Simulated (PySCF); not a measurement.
# Working out the ionisation energy of Ga

Ga [Ar] 3d10 4s2 4p1 (2P) → Ga+ [Ar] 3d10 4s2 (1S). Calculation: PySCF 2.14, in x2c-TZVPPall (6s5p4d1f, 48 functions); the spin-free X2C one-electron Hamiltonian (Gaussian nucleus). Frozen: [Ar] 3d10. Energies in hartree (1 hartree = 27.21139 eV):

```tsv
part	Ga (lower)	Ga+ (upper)
UHF	-1942.169064	-1941.966369
CCSD correlation	-0.046430	-0.036703
(T)	-0.000824	0.000000
```

What does Hartree-Fock give?

(-1941.966369) − (-1942.169064) = 0.202695 hartree = 5.516 eV.

What do CCSD and CCSD(T) give?

The CCSD correlation energies differ by 0.009727 hartree = 0.265 eV and the triples by 0.000824 hartree = 0.022 eV, so CCSD gives 5.781 eV and CCSD(T) 5.803 eV.

Measured between the centres of the two terms (NIST): 5.931 eV, so CCSD(T) (valence) is off by -0.128 eV.

What remains against the reference includes basis incompleteness, the frozen core and higher excitations.
